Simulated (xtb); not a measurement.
C5H11O2, charge +1, singlet, at a GFN2-xTB geometry; GFN1-xTB (xtb).

Here is a job for xtb.
```
$ xtb mol.xyz --gfn 1 --chrg 1 --ohess --json

# file mol.xyz
18

C     -1.11122537    -0.17288140    -1.33380704
C     -0.57010329    -0.16996179     0.11985602
C     -1.33695232     0.85239256     0.95921364
C     -0.66467270    -1.57567562     0.71383606
C      0.85397347     0.24309092    -0.06574510
O      1.12576377     1.48989089    -0.06054431
O      1.72292858    -0.66688557    -0.27850548
H     -0.58137629    -0.88998833    -1.95530409
H     -2.15651977    -0.46659898    -1.29127586
H     -1.05348344     0.81511820    -1.78298812
H     -2.37751648     0.54998635     1.02278069
H     -1.29552996     1.84341474     0.51740807
H     -0.93703627     0.90152611     1.96819509
H     -0.24418740    -1.60083190     1.71530987
H     -1.70924784    -1.86359540     0.77886709
H     -0.14692126    -2.30500824     0.09817355
H      2.03860318     1.78475263    -0.24831249
H      2.64755800    -0.41460576    -0.47057695
```

Task: Predict the main parts of the log of this xtb run.

Result: 
```
   ID    Z sym.   atoms
    1    6 C      1-5
    2    8 O      6, 7
    3    1 H      8-18

           -------------------------------------------------
          |                Calculation Setup                |
           -------------------------------------------------

           -------------------------------------------------
          |                 G F N 1 - x T B                 |
           -------------------------------------------------

          ...................................................
          :                      SETUP                      :
          :.................................................:
          :  # basis functions                  50          :
          :  # atomic orbitals                  50          :
          :  # shells                           36          :
          :  # electrons                        42          :
          :  # halogen bonds                     0          :
          :  max. iterations                   250          :
          :  Hamiltonian                  GFN1-xTB          :
          :  restarted?                      false          :
          :  GBSA solvation                  false          :
          :  PC potential                    false          :
          :  electronic temp.          300.0000000     K    :
          :  accuracy                    1.0000000          :
          :  -> integral cutoff          0.2500000E+02      :
          :  -> integral neglect         0.1000000E-07      :
          :  -> SCF convergence          0.1000000E-05 Eh   :
          :  -> wf. convergence          0.2000000E-04 e    :
          :  Broyden damping             0.4000000          :
          :  net charge                          1          :
          :  unpaired electrons                  0          :
          ...................................................

 iter      E             dE          RMSdq      gap      omega  full diag
   1    -25.5971979 -0.255972E+02  0.762E+00    6.82       0.0  T
   2    -25.7241790 -0.126981E+00  0.449E+00    4.33       1.0  T
   3    -25.7248568 -0.677754E-03  0.128E+00    3.98       1.0  T
   4    -25.7310937 -0.623692E-02  0.139E-01    3.50       1.0  T
   5    -25.7314260 -0.332268E-03  0.607E-02    3.76       1.0  T
   6    -25.7314677 -0.417293E-04  0.157E-02    3.74       1.5  T
   7    -25.7314687 -0.975448E-06  0.313E-03    3.74       7.5  T
   8    -25.7314689 -0.249950E-06  0.152E-03    3.75      15.5  T
   9    -25.7314690 -0.588566E-07  0.297E-04    3.75      79.3  T
  10    -25.7314690 -0.162233E-08  0.747E-05    3.75     315.6  T
  11    -25.7314690 -0.111879E-09  0.380E-06    3.75    6201.5  T

   *** convergence criteria satisfied after 11 iterations ***

         :::::::::::::::::::::::::::::::::::::::::::::::::::::
         ::                     SUMMARY                     ::
         :::::::::::::::::::::::::::::::::::::::::::::::::::::
         :: total energy             -25.454555061095 Eh    ::
         :: gradient norm              0.016246897840 Eh/a0 ::
         :: HOMO-LUMO gap              3.748451585803 eV    ::
         ::.................................................::
         :: SCC energy               -25.731468969452 Eh    ::
         :: -> electrostatic           0.164122030768 Eh    ::
         :: repulsion energy           0.284010681969 Eh    ::
         :: dispersion energy         -0.007096773612 Eh    ::
         :: halogen bond corr.         0.000000000000 Eh    ::
         :: add. restraining           0.000000000000 Eh    ::
         :: total charge               1.000000000000 e     ::
         :::::::::::::::::::::::::::::::::::::::::::::::::::::

      -----------------------------------------------------------
     |                   =====================                   |
     |                        A N C O P T                        |
     |                   =====================                   |
[...]
 * total energy  :   -25.4545551 Eh     change       -0.1989520E-12 Eh
 * total energy  :   -25.4548500 Eh     change       -0.2948968E-03 Eh
 * total energy  :   -25.4549058 Eh     change       -0.5582319E-04 Eh
 * total energy  :   -25.4549107 Eh     change       -0.4928203E-05 Eh
   *** GEOMETRY OPTIMIZATION CONVERGED AFTER 4 ITERATIONS ***
         :: total energy             -25.454910709343 Eh    ::
[...]
        26                         -0.2796004              -7.6083
        27                         -0.2768090              -7.5324
        28                         -0.2402073              -6.5364
        29                         -0.2300011              -6.2586
        30                         -0.2215837              -6.0296
        31                         -0.2029838              -5.5235
        32                         -0.1965389              -5.3481
       ...                                ...                  ...
        50                          0.3278742               8.9219
      -------------------------------------------------------------
                  HL-Gap            0.1367839 Eh            3.7221 eV
             Fermi-level           -0.5850627 Eh          -15.9204 eV

  Mulliken/CM5 charges         n(s)   n(p)   n(d)
     1C    -0.08165 -0.22811   1.028  3.054  0.000
     2C     0.02277 -0.00359   1.091  2.886  0.000
     3C    -0.09665 -0.24288   1.020  3.077  0.000
     4C    -0.09665 -0.24288   1.020  3.077  0.000
     5C     0.60542  0.65000   1.009  2.385  0.000
     6O    -0.41676 -0.62268   1.664  4.753  0.000
     7O    -0.41676 -0.62268   1.664  4.753  0.000
     8H     0.06366  0.11862   0.936  0.000  0.000
     9H     0.08795  0.14126   0.912  0.000  0.000
    10H     0.06366  0.11862   0.936  0.000  0.000
    11H     0.07550  0.12873   0.924  0.000  0.000
    12H     0.06409  0.12067   0.936  0.000  0.000
    13H     0.06276  0.11691   0.937  0.000  0.000
    14H     0.06276  0.11691   0.937  0.000  0.000
    15H     0.07550  0.12873   0.924  0.000  0.000
    16H     0.06409  0.12067   0.936  0.000  0.000
    17H     0.43015  0.60086   0.570  0.000  0.000
    18H     0.43015  0.60086   0.570  0.000  0.000

Wiberg/Mayer (AO) data.
largest (>0.10) Wiberg bond orders for each atom

 ---------------------------------------------------------------------------
     #   Z sym  total        # sym  WBO       # sym  WBO       # sym  WBO
 ---------------------------------------------------------------------------
     1   6 C    3.977 --     8 H    0.984    10 H    0.984     9 H    0.968
                             2 C    0.910
     2   6 C    3.937 --     5 C    1.001     4 C    0.985     3 C    0.985
                             1 C    0.910
     3   6 C    3.982 --     2 C    0.985    13 H    0.983    12 H    0.983
                            11 H    0.981
     4   6 C    3.982 --     2 C    0.985    14 H    0.983    16 H    0.983
                            15 H    0.981
     5   6 C    3.703 --     6 O    1.291     7 O    1.291     2 C    1.001
     6   8 O    2.241 --     5 C    1.291    17 H    0.793
     7   8 O    2.241 --     5 C    1.291    18 H    0.793
     8   1 H    0.996 --     1 C    0.984
     9   1 H    0.994 --     1 C    0.968
    10   1 H    0.996 --     1 C    0.984
    11   1 H    0.995 --     3 C    0.981
    12   1 H    0.998 --     3 C    0.983
    13   1 H    0.996 --     3 C    0.983
    14   1 H    0.996 --     4 C    0.983
    15   1 H    0.995 --     4 C    0.981
    16   1 H    0.998 --     4 C    0.983
    17   1 H    0.819 --     6 O    0.793
    18   1 H    0.819 --     7 O    0.793
 ---------------------------------------------------------------------------

Topologies differ in total number of bonds
Writing topology from bond orders to xtbtopo.mol

 dipole moment from electron density (au)
     X       Y       Z
   2.3443   0.7008  -0.5117  total (Debye):    6.354

optimized geometry written to: xtbopt.xyz

           -------------------------------------------------
          | TOTAL ENERGY              -25.454910709343 Eh   |
          | TOTAL ENTHALPY            -25.290891565024 Eh   |
          | TOTAL FREE ENERGY         -25.333514920583 Eh   |
          | GRADIENT NORM               0.000656632397 Eh/α |
          | HOMO-LUMO GAP               3.722080219529 eV   |
           -------------------------------------------------
```
